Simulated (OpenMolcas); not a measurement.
Ir3+ in KZnF3

Ir3+ with its 6 nearest fluoride ions at 2.003 Å, on the Zn site of KZnF3 (a = 4.054 Å, distance in the model lattice 2.027 Å). The rest of the host is ab initio model potentials to 7.6 Å, with orthogonalisation functions on the cations behind the ligands, and point charges beyond; the distance is set by hand and nothing relaxes, and no local charge compensation is placed. Ligand basis ANO-RCC-VDZP.

```yaml
Program: OpenMolcas 26.06
Method: CASSCF
Basis: ANO-RCC-VTZP [8s7p5d3f1g]
Scalar_Hamiltonian: DKH2, point nucleus
Active_space: 6 electrons in 5 orbitals (5d)
State_averaging: 2S+1 = 5 even, 5 roots; 2S+1 = 3 even, 45 roots; 2S+1 = 1 even, 50 roots
Spin-orbit_coupling: state interaction with AMFI integrals over the reference wave functions
```

The lowest spin-free states (labels of O, the rotations of Oh), above the lowest:

| State | Degeneracy | E (cm-1) |
| --- | --- | --- |
| 1A1 | 1 | 0.0 |
| 3T1 | 3 | 18263 |
| 3T2 | 3 | 23333 |
| 1T1 | 3 | 24552 |
| 5T2 | 3 | 26943 |
| 1T2 | 3 | 34622 |
| 3T1 | 3 | 43058 |
| 3T2 | 3 | 43839 |
| 3E | 2 | 46420 |
| 3T1 | 3 | 46983 |
| 3T2 | 3 | 49514 |
| 1T2 | 3 | 50688 |
| 1E | 2 | 51340 |
| 1A1 | 1 | 52298 |
| 5E | 2 | 53665 |
| 1T1 | 3 | 57395 |
| 1A2 | 1 | 58046 |
| 1T2 | 3 | 58270 |
| 3A2 | 1 | 58446 |
| 3T1 | 3 | 62820 |

The lowest levels with spin-orbit coupling:

```
E (cm-1)  Degeneracy      2S+1
     0.0           1  1 (83 %)
   16337           2  3 (85 %)
   17506           3  3 (86 %)
   17830           3  3 (72 %)
   22359           1  3 (55 %)
   23509           3  3 (73 %)
   25197           3  5 (63 %)
   25593           2         3
   27972           3  1 (57 %)
   28833           1         3
   29296           3  3 (68 %)
   31106           2  5 (77 %)
   31380           3  5 (58 %)
   33384           3  5 (86 %)
   34031           3  5 (76 %)
   34750           1  5 (65 %)
   36257           3  1 (79 %)
   42620           2  3 (85 %)
   44593           3         3
   45144           1  3 (75 %)
```

Powder χT (cm3 K/mol): 0 at 2 K, 0.00104 at 10 K, 0.00522 at 50 K, 0.0104 at 100 K, 0.0209 at 200 K, 0.0313 at 300 K. The effective moment at 300 K is 2.828 √(χT) = 0.50 μB.

Metal share of the active 5d orbitals (Löwdin): 79, 79, 90, 90, 90 %; Mulliken charge of the metal 1.83.

A least-squares ligand-field fit to the states below 45000 cm-1, each weighted by its degeneracy and with a free common offset, gives 10Dq = 26649 cm-1, B = 746 cm-1 and C = 3009 cm-1 (C/B = 4.03), with an rms deviation of 119 cm-1.

The same method and metal basis give the free ion B = 870 cm-1 (fit to its terms below 60000 cm-1, rms deviation 21 cm-1), so the nephelauxetic ratio is β = 746 / 870 = 0.86; it hangs on how both fits weigh the states, and computed free-ion B values tend to be too large, so β mixes covalency with correlation.

Without dynamic correlation the repulsion within the d shell is too large (B by tens of per cent), so at a given field states of lower spin stand too high. The least metal-like active orbital is 79 % on the metal (Löwdin) and no ligand orbital is active, so the numbers are rough. With metal d orbitals alone the field can be off either way by tens of per cent. Ligand-to-metal charge-transfer states are missing. With no ligand orbital active B as a rule stays too high, so bands that hang on it stand too high and its fall with covalency is understated. No measured value stands beside these numbers; the geometry was set by hand and not optimised.

The RASSCF and RASSI steps took 94 s on 1 thread of Arm Neoverse V1 (shared host); the integral step is not counted.
